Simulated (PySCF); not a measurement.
Excitations are Tamm–Dancoff values on a coarser integration grid. The basis has no diffuse functions, so Rydberg states are missing or too high.

Cartesian coordinates (Å):
```xyz
9

O     -0.9521    -1.1300     0.6905
Si     0.0000     0.0000     0.0000
O     -0.6227     0.2845    -1.4804
O      0.0571     1.4419     0.7602
O      1.5178    -0.5964     0.0297
H     -0.5788    -1.6086     1.4317
H     -0.9804    -0.4724    -1.9463
H     -0.6691     2.0435     0.5907
H      2.2283     0.0376    -0.0762
```
Charge 0, spin multiplicity 1.

Task: Predict the T1 excitation (TDA), brightest of the four lowest singlets (TDA), S1–T1 gap (TDA), HOMO and total energy from ωB97X-D3(BJ)/def2-TZVP // PBE0-D3(BJ)/def2-TZVP in PySCF 2.14.0.

Result: 
| Quantity | Value |
|---|---|
| T1 excitation (TDA) | 8.21 eV |
| brightest of the four lowest singlets (TDA) | 9.27 eV |
| S1–T1 gap (TDA) | 0.41 eV |
| HOMO | -11.73 eV |
| total energy | -593.2333 Ha |
